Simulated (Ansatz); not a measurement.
WO₄H₂. Charge 0, multiplicity 1. Geometry PBE-D4/def2-SVP, basis def2-TZVP, Ansatz.

```xyz
7

W     0.273    0.052   -0.553
O    -0.371    0.619    1.429
O     0.568    1.385   -1.611
O    -1.369   -0.157    0.640
O     1.652   -0.981   -0.420
H    -0.654   -0.910   -1.626
H    -0.100   -0.009    2.141
```

```json
{"run": "A", "HOMO (eV)": "-9.20", "LUMO (eV)": "-2.52"}
{"run": "B", "HOMO (eV)": "-10.67", "LUMO (eV)": "-1.44"}
{"run": "C", "HOMO (eV)": "-7.54", "LUMO (eV)": "-3.58"}
{"run": "D", "HOMO (eV)": "-7.92", "LUMO (eV)": "-3.35"}
```

In the def2 sets W takes a core potential; there is no spin–orbit coupling. The structure holds one bond between oxygen atoms, so isomers without such links may lie far lower. Another isomer (singlet) lies 0.64 eV lower at PBE0-D4/def2-TZVP; other spin states weren't run for this one.

Task: The runs used CAM-B3LYP, PBE, PBE0, r2SCAN. Estimate which is which.

Result: A PBE0 (25 % exact exchange); B CAM-B3LYP (range-separated); C PBE (0 % exact exchange); D r2SCAN (0 % exact exchange). Exact exchange lowers occupied and raises empty levels; among semilocal functionals meta-GGAs tend to open the gap a little, and such runs are hard to tell apart. The gap grows from 3.96 eV (PBE) to 9.23 eV (CAM-B3LYP).
